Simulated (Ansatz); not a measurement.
Two isomers of CH7GeNSi: A = `[NH2][GeH]1[CH2][SiH2]1`, B = `N=[C]([SiH3])[GeH3]`.

Gas-phase electronic energies from Ansatz, PBE0-D4/def2-TZVP geometries. CCSD(T)/CBS is the MP2 limit (def2-TZVPP, def2-QZVPP) plus CCSD(T) − MP2 in def2-TZVPP, frozen cores. Functionals use def2-TZVPP. B3LYP here is the variant with VWN-RPA as its local correlation; programs differ in this. For Ge outer-core shells are correlated without core-valence functions, which leaves a few kJ/mol of doubt a bond. Scalar relativity is left out up to krypton. Each species was taken in one conformer, which may not be the lowest.

**Question.** Which isomer does CCSD(T)/CBS put lower? Give the gap. (Best estimate.)

**Answer.** The calculation gave: A, by 15.3 kcal/mol.

**Question.** Give E(B) − E(A) in kcal/mol with PBE-D4, B3LYP-D4, CCSD(T)/def2-TZVPP, HF/def2-TZVPP, B3LYP, B2PLYP, PBE0-D4. (An estimate is asked.)

**Answer.** Computed: PBE-D4 16.0, B3LYP-D4 11.0, CCSD(T)/def2-TZVPP 13.2, HF/def2-TZVPP 6.7, B3LYP 11.2, B2PLYP 12.8, PBE0-D4 18.1. None reverses the order clearly.

Largest T1 diagnostic: 0.013.

From PBE to PBE0 (25 % exact exchange), in def2-TZVPP and without D4, E(B) − E(A) moves by +2.1 kcal/mol. In def2-TZVPP, CCSD(T) changes the Hartree–Fock value by +6.6 kcal/mol (the triples alone add +0.1 kcal/mol) and MP2 by +10.4 kcal/mol.
